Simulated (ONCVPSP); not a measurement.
# PBE ONCV dataset for Te (Z = 52), scalar-relativistic all-electron reference.

* Element: tellurium
* Generator: ONCVPSP 4.0.1
* Type: optimised norm-conserving Vanderbilt (ONCV)
* Functional: PBE
* Relativity: scalar-relativistic
* Frozen core: [Kr]
* Valence charge: 16
* Reference configuration: 4d10 5s2 5p2 (charge +2)
* Partial waves: 5s: rc 1.85 bohr, ncon 3, nbas 7, qcut 3 1/bohr, 2 projectors, debl 0.9 Ha; 5p: rc 2.25 bohr, ncon 4, nbas 7, qcut 4.3 1/bohr, 1 projector; 4d: rc 1.45 bohr, ncon 3, nbas 8, qcut 13.2 1/bohr, 2 projectors, debl 0.7 Ha
* Local potential: polynomial inside 1.35 bohr (lpopt 5, dvloc0 0 Ha)
* Core correction: none

In the s channel the program set the typed energies aside and used -1.202, 0.250 Ha. In the d channel the program set the typed energies aside and used -2.241, 0.250 Ha.

Calculated quality:

```
Cutoffs needed      : 49 Ha and 57 Ha (the cutoffs (Ha) at which the residual kinetic energy of the hardest occupied pseudo-wave falls to 1 and 0.1 mHa per electron)
Ghost test          : ghosts flagged at negative energy: s at -43.3 eV, p at -15.6 eV; no localised positive-energy state flagged; a true bound ghost makes a file unfit for plane-wave use
Configuration tests : 2 of 4 tests not solved or not reliable
```

Generation and tests took about 5.5 s on one core of a shared server CPU.
